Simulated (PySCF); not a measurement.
# Frontier orbitals and the lowest excitations

Species: C3H6Cl2OSi.
Cartesian coordinates in Å at the GFN2-xTB level; atoms count from 1:
```xyz
13
C3H6Cl2OSi angstrom
C      2.726   -0.393    0.113
C      1.442   -0.479   -0.176
O      0.636    0.615   -0.166
Si    -0.843    0.959   -0.714
Cl    -1.155    2.808   -0.026
C     -2.172   -0.206    0.029
Cl    -1.883   -1.890   -0.507
H      3.182    0.549    0.358
H      3.349   -1.267    0.112
H      0.955   -1.412   -0.425
H     -0.907    0.895   -2.168
H     -2.153   -0.227    1.119
H     -3.180    0.048   -0.289
```

Method used: PySCF 2.14.0, density-fitted response routines, TDDFT PBE0/def2-SVPD, vertical, gas phase, core orbitals frozen in the response.

Frontier orbitals with the atoms that hold most of them (Löwdin shares over 4%, at most four atoms; ? is withheld):

```csv
orbital,ε (eV),atoms
LUMO+2,0.53,"Cl7 19%, Si4 17%, C6 13%, C2 10%"
LUMO+1,0.19,"C2 28%, C1 25%, O3 8%, Si4 8%"
LUMO,-0.29,?
HOMO,-7.22,?
HOMO-1,-8.43,"Cl7 49%, C6 19%, Si4 9%, Cl5 8%"
HOMO-2,-8.93,"Cl7 75%, C6 13%"
HOMO-3,-9.58,"Cl5 47%, O3 16%, Si4 11%, H11 8%"
```

(1) Give the leading atoms of the LUMO.

(2) Which atoms hold the HOMO, and with what shares?

(3) How does S1 compare with the orbital gap of 6.93 eV?

(4) Give energy, strength and leading configuration of S1, S3 and S5, and follow the Löwdin shares of the leading atoms from the occupied to the empty orbital.

Results:

(1) Cl7 (bonded to C) 38%; C6 (bonded to Cl, Si and 2 H) 19%; Cl5 (bonded to Si) 15%; Si4 (bonded to C, Cl, O and H) 14%. By element: chlorine 52%, carbon 19% or more, silicon 14%.

(2) C1 (bonded to C and 2 H) 37%; C2 (bonded to C, O and H) 27%; O3 (bonded to C and Si) 21%. By element: carbon 64% or more, oxygen 21%.

(3) S1 is at 5.99 eV (f = 0.0022), 0.94 eV below the gap, made of HOMO→LUMO (96%). Without the coupling terms of the response equations the lowest excitation would equal the gap.

(4) 
- S1 (5.99 eV, f 0.0022), HOMO→LUMO (96%): C1 37% → at most 14%, C2 27% → at most 14%, Cl7 at most 4% → 38%, C6 at most 4% → 19%
- S3 (6.71 eV, f 0.037), HOMO-1→LUMO (76%): Cl7 49% → 38%, C6 19% → 19%
- S5 (7.08 eV, f 0.0018), HOMO-2→LUMO (92%): Cl7 75% → 38%, C6 13% → 19%

Löwdin shares depend on the basis, the more so with diffuse functions.

One conformer stands for the species.
